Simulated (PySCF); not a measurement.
Isomers C9H13N:

A. SMILES N#C[C@@H]1[C@@H]2CCC[C@H]1CC2
B. `[C@@H]1(C#N)C[C@@H]2CCCC[C@H]12`
C. `InChI=1S/C9H13N/c1-9(2,3)8-5-4-6-10-7-8/h4-7H,1-3H3`

Spectrum 1. 1H NMR (400 MHz, computed): δ 2.85 (m, 1H), 2.34 (m, 1H), 2.32 (m, 1H), 2.19 (m, 1H), 2.13 (m, 1H), 2.06 (m, 1H), 1.84 (m, 1H), 1.75 (m, 1H), 1.67 (m, 1H), 1.47 (m, 1H), 1.42 (m, 1H), 1.34 (m, 1H), 0.95 (m, 1H). 13C{1H} NMR (computed): δ 125.8 (C), 35.7 (CH), 31.5 (CH), 29.9 (CH2), 29.8 (CH2), 29.8 (CH2), 26.0 (CH2), 24.7 (CH2), 23.4 (CH).

Spectrum 2. 1H NMR (400 MHz, computed): δ 9.17 (s, 1H), 8.82 (d, 1H), 7.75 (d, 1H), 7.37 (m, 1H), 1.37 (s, 9H). 13C{1H} NMR (computed): δ 155.5 (CH), 152.7 (CH), 150.7 (C), 136.3 (CH), 127.9 (CH), 35.4 (C), 32.9 (CH3).

Spectrum 3. 1H NMR (400 MHz, computed): δ 2.39 (m, 1H), 2.23 (m, 2H), 2.17 (m, 2H), 1.87 (m, 2H), 1.61 (m, 2H), 1.55 (m, 1H), 1.44 (m, 1H), 1.34 (m, 2H). 13C{1H} NMR (computed): δ 125.6 (C), 42.2 (CH), 37.0 (CH), 31.5 (CH2), 30.8 (CH2), 21.3 (CH2).

- PBE0/pcSseg-1 with gauge-including orbitals
- structure optimised with GFN2-xTB
- code: PySCF 2.14.0 with density-fitted response routines
- single conformer, fast rotation and ring inversion assumed for equivalent nuclei, no solvent model, relativity neglected

References, each an isolated molecule treated in the same way: 1H (31.72 ppm) and 13C (186.93 ppm) against TMS. Where no couplings were computed, multiplicities follow the n + 1 count of equivalent neighbours, and m marks all less simple cases (inequivalent or close neighbours, rings, F or P nearby). Shifts are as computed. Against solution values, carbons near 30 ppm lie about +3 ppm off and those near 130 ppm about +5 ppm. Of 1211 compounds with measured shifts, 218 miss one by over three times the rms of a fit or turn the order of signals round; such compounds aren't used in these exercises.

**Question.** Match each spectrum to its structure.

**Answer.** 1–B, 2–C, 3–A.

- Spectrum 1 (B): 9 13C signals; δC 125.8 is a nitrile carbon; δC 35.7 is an sp3 CH in a ring.
- Spectrum 2 (C): 7 13C signals; δC 155.5 is an aromatic CH next to a ring nitrogen; δC 152.7 is an aromatic CH next to a ring nitrogen.
- Spectrum 3 (A): 6 13C signals; δC 125.6 is a nitrile carbon; δC 42.2 is an sp3 CH in a ring.
